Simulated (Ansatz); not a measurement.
One change: `C#CC[CH2][GeH3]` becomes `C#CCC#N`.

Ansatz, PBE0-D4/def2-TZVP geometries, multiplicity 1. Each molecule was computed in one conformer, which needn't be the lowest.

Scalar relativity is left out up to krypton.

| property | `C#CC[CH2][GeH3]` |
| --- | --- |
| size of the dipole moment (ωB97M-V/def2-TZVPP) / D | 0.21 |
| HOMO–LUMO gap (B3LYP/def2-TZVPP) / eV | 7.75 |
| HOMO energy (PBE/def2-TZVPP) / eV | -6.54 |
| size of the dipole moment (PBE/def2-TZVPP) / D | 0.19 |
| LUMO energy (PBE0/def2-TZVPP) / eV | 0.52 |
| size of the dipole moment (B3LYP/def2-TZVPP) / D | 0.19 |

Task: Give the same properties after the change, and the shifts. (An estimate is asked.)

Result: Computed: 
```tsv
property	`C#CCC#N`	shift
size of the dipole moment (ωB97M-V/def2-TZVPP) / D	3.70	3.49
HOMO–LUMO gap (B3LYP/def2-TZVPP) / eV	8.13	0.38
HOMO energy (PBE/def2-TZVPP) / eV	-7.28	-0.74
size of the dipole moment (PBE/def2-TZVPP) / D	3.61	3.42
LUMO energy (PBE0/def2-TZVPP) / eV	0.09	-0.43
size of the dipole moment (B3LYP/def2-TZVPP) / D	3.70	3.51
```

With PBE0 the HOMO falls by 0.81 eV and the LUMO falls by 0.43 eV, so the gap widens by about 0.38 eV. PBE moves the HOMO by -0.74 eV and ωB97M-V by -0.83 eV. Dipoles are sizes alone; their direction can turn.

B3LYP here is the variant with VWN-RPA as its local correlation; programs differ in this.
